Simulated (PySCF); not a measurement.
Method: B3LYP-D3(BJ)/def2-TZVP // r2SCAN-D4/def2-SVP in PySCF 2.14.0. All species are isolated molecules in the gas phase. B3LYP has the VWN-RPA correlation part, as in Gaussian. 

Reference species: [Zn(Cl)(Br)] (neutral, multiplicity 1).

dipole moment: 0.33 D

Changed species: [Zn(Cl)(F)] (Y = F; the reference has Y = Br).

Q: What does the change do to the dipole moment?

A: the dipole moment goes up by 0.31 D, to 0.64 D.
